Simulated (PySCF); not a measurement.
## How methods differ on the excitation energy of O⁺

O⁺ [He] 2s2 2p3 (4S) → O⁺ [He] 2s1 2p3 3s1 (6S), as a difference of total energies. All numbers are calculated (PySCF 2.14, no relativity, point nucleus, in dyall-acv3z (15s9p4d2f, 76 functions)). Correlated levels: valence and next inner shell: nothing frozen; virtual orbitals above 40 to 60 times the deepest correlated orbital energy dropped. The calculations carry no spin-orbit coupling.

| method | excitation energy (eV) |
| --- | --- |
| UHF | 28.096 |
| MP2 (valence and next inner shell) | 29.989 |
| SCS-MP2 (valence and next inner shell) | 30.449 |
| CCSD (valence and next inner shell) | 30.212 |
| CCSD(T) (valence and next inner shell) | 30.256 |

Question: How much does correlation contribute at CCSD(T) (valence and next inner shell)?

Answer: 30.256 − (28.096) = 2.160 eV, measured against UHF.

The promoted electron is Rydberg-like, and one or two diffuse shells describe it only roughly, which tends to raise the upper state.
